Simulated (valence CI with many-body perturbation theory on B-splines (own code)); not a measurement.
# Si9+: fill in the table

Computed by relativistic CI+MBPT: three valence electrons over a frozen Dirac-Fock core [He], a basis of 11 s, 11 p, 9 d, 7 f, 5 g, 2 h, 1 i functions for each j, with the one-electron correlation potential Σ1, the two-electron term Σ2, the three-electron term Σ3, Breit, model QED; selected CI, second order for the rest, scaled by the run's own slope (own B-spline code, finite nucleus).

No measured spectrum was set against this ion. As an estimate, levels of excited configurations hold to 0.05 to 0.15 % of their energy, terms of the ground configuration to about 0.5 %.

```
         Level   E (eV)
2s2 2p 2P°_1/2    0.000
2s2 2p 2P°_3/2    0.866
 2s 2p2 4P_1/2        ?
 2s 2p2 4P_3/2   20.254
 2s 2p2 4P_5/2        ?
 2s 2p2 2D_3/2        ?
 2s 2p2 2D_5/2   35.699
 2s 2p2 2S_1/2   45.608
 2s 2p2 2P_1/2   48.384
 2s 2p2 2P_3/2   48.877
   2p3 4S°_3/2        ?
   2p3 2D°_3/2        ?
   2p3 2D°_5/2   71.354
   2p3 2P°_1/2   80.207
   2p3 2P°_3/2   80.285
 2s2 3s 2S_1/2  225.894
2s2 3p 2P°_1/2  235.879
2s2 3p 2P°_3/2        ?
 2s2 3d 2D_3/2  245.388
 2s2 3d 2D_5/2  245.448
```

The levels stand in rising order. What does the calculation give for the missing energies?

2s 2p2 4P_1/2 19.947; 2s 2p2 4P_5/2 20.696; 2s 2p2 2D_3/2 35.697; 2p3 4S°_3/2 63.142; 2p3 2D°_3/2 71.352; 2s2 3p 2P°_3/2 236.109.
